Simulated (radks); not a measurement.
Initial-state core-level shifts of neutral chlorine when its valence configuration changes from [Ne] 3s2 3p5. Calculated with a radial shooting solver on a logarithmic mesh with Libxc functionals: non-relativistic Kohn-Sham, r2SCAN, spin-polarised, spherical densities, point nucleus; open shells are filled with parallel spins first; meta-GGA in the generalised Kohn-Sham scheme. Shifts are changes of the shell-averaged eigenvalues in eV (positive: less bound); the change of the density at the nucleus, which sets a Mossbauer isomer shift, is in e/bohr^3, on a base of 3221.

| valence | 1s | 2s | 2p | density at nucleus |
|---|---|---|---|---|
| 3s1 3p6 | -1.582 | -1.510 | -1.512 | -11.0745 |
| 3s1.5 3p5.5 | -0.784 | -0.749 | -0.750 | -5.5672 |
